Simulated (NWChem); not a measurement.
System meant: CH₂F₄Si; SMILES F[Si](F)(F)CF

Here is an NWChem input.

```
start job
memory heap 200 mb stack 900 mb global 1100 mb
geometry units angstroms noautoz
  F     -0.259396     2.265748     0.000000
  C      0.764075     1.317281     0.000000
  Si     0.014513    -0.402102     0.000000
  F     -0.887701    -0.648157     1.288524
  F     -0.887701    -0.648157    -1.288524
  F      1.190958    -1.480249     0.000000
  H      1.394084     1.471142     0.885895
  H      1.394084     1.471142    -0.885895
end
basis spherical
  F library def2-svp
  C library def2-svp
  Si library def2-svp
  H library def2-svp
end
dft
  odft
  mult 2
  xc pbe0
  iterations 150
  mulliken
end
task dft energy
```

End of the output:

```
 Summary of "ao basis" -> "" (spherical)
 ------------------------------------------------------------------------------
       Tag                 Description            Shells   Functions and Types
 ---------------- ------------------------------  ------  ---------------------
 F                          def2-svp                 6       14   3s2p1d
 C                          def2-svp                 6       14   3s2p1d
 Si                         def2-svp                 8       18   4s3p1d
 H                          def2-svp                 3        5   2s1p

                                 NWChem DFT Module
                                 -----------------

 Summary of "ao basis" -> "ao basis" (spherical)
 ------------------------------------------------------------------------------
       Tag                 Description            Shells   Functions and Types
 ---------------- ------------------------------  ------  ---------------------
 F                          def2-svp                 6       14   3s2p1d
 C                          def2-svp                 6       14   3s2p1d
 Si                         def2-svp                 8       18   4s3p1d
 H                          def2-svp                 3        5   2s1p

      Symmetry analysis of basis
      --------------------------

        a'         62
        a"         36

  number of electrons :                   58
  multiplicity        :                    2
 ------------------------------------------------------------------------
  no. of electrons and multiplicity not compatible                  58
 ------------------------------------------------------------------------
 ------------------------------------------------------------------------
  current input line :
    26: task dft energy
 ------------------------------------------------------------------------
 ------------------------------------------------------------------------
 There is an error in the input file
 ------------------------------------------------------------------------
 For more information see the NWChem manual at https://nwchemgit.github.io

0: no. of electrons and multiplicity not compatible:Received an Error in Communication
```

Q: What is wrong, and how is it mended?

A: The input was rejected before any calculation. Cause: the multiplicity doesn't fit the number of electrons (an even count wants an odd multiplicity, and the reverse). This input runs:
```
start job
memory heap 200 mb stack 900 mb global 1100 mb
geometry units angstroms noautoz
  F     -0.259396     2.265748     0.000000
  C      0.764075     1.317281     0.000000
  Si     0.014513    -0.402102     0.000000
  F     -0.887701    -0.648157     1.288524
  F     -0.887701    -0.648157    -1.288524
  F      1.190958    -1.480249     0.000000
  H      1.394084     1.471142     0.885895
  H      1.394084     1.471142    -0.885895
end
basis spherical
  F library def2-svp
  C library def2-svp
  Si library def2-svp
  H library def2-svp
end
dft
  xc pbe0
  iterations 150
  mulliken
end
task dft energy
```
It converges to -727.36879 Ha (PBE0/def2-SVP).
